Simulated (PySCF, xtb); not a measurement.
HO3S, SMILES O=[SH](=O)[O-], charge -1.

Harmonic wavenumbers (cm⁻¹) from GFN2-xTB in xtb 6.7.1 at its own minimum, in rising order: 468, 468, 546, 977, 1031, 1031, 1181, 1182, 1849.

What does PBE-D3(BJ)/def2-SVPD (PySCF) give at its own minimum? (Estimate from the structure and the level; the computed values follow.)

438, 438, 560, 952, 1013, 1013, 1133, 1133, 2254. Paired by order, the mean absolute difference is 71 cm⁻¹ and the zero-point energies are 12.5 and 12.8 kcal/mol.
